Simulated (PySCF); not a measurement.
A side-by-side comparison of computed properties.

First species: C₈H₉F₃.
Geometry (GFN2-xTB, Å), atoms numbered from 1 in this order:
```xyz
20
C8H9F3 angstrom
C     -2.7084    0.8362    0.7909
C     -1.8553    0.6888   -0.4698
C     -1.9419   -0.6975   -1.0157
C     -0.9186   -1.5454   -1.1126
C      0.3979   -1.2291   -0.7204
C      1.5353   -1.0064   -0.3980
C      2.8798   -0.6574    0.0184
C      2.8815    0.7153    0.6719
F      2.4488    1.6795   -0.1523
F      4.1174    1.0742    1.0626
F      2.1077    0.7683    1.7645
H     -2.6641    1.8588    1.1565
H     -2.3424    0.1742    1.5722
H     -3.7470    0.5866    0.5843
H     -2.2182    1.3912   -1.2259
H     -0.8171    0.9350   -0.2425
H     -2.9250   -1.0199   -1.3326
H     -1.0523   -2.5428   -1.5119
H      3.2611   -1.3780    0.7476
H      3.5556   -0.6211   -0.8411
```

Second species: C6H10O4.
SMILES: `COC(=O)C(OCCC)=O`

Levels: PBE0/pcSseg-1 for HOMO energy, LUMO energy and HOMO–LUMO gap. Geometries: GFN2-xTB. All species are isolated and taken at one optimised geometry, non-relativistic unless stated. Electronic properties by PySCF.

The conformers computed, where there is a choice (atom-mapped SMILES and torsion angles):
- `[CH3:1][CH2:2]/[CH:3]=[CH:4]\[C:5]#[C:6][CH2:7][C:8]([F:9])([F:10])[F:11]`: C1–C2–C3–C4 -117°, C6–C7–C8–F9 -60°

The conformers of `CCCOC(=O)C(=O)OC` aren't listed.

Values for the first species:

- HOMO energy: -6.87 eV
- LUMO energy: -0.74 eV
- HOMO–LUMO gap: 6.13 eV

Estimate the same properties for the second species, and the change in each.

| property | first | second | second less first |
| --- | --- | --- | --- |
| HOMO energy | -6.87 eV | -7.87 eV | -1.00 eV |
| LUMO energy | -0.74 eV | -1.31 eV | -0.57 eV |
| HOMO–LUMO gap | 6.13 eV | 6.56 eV | +0.43 eV |

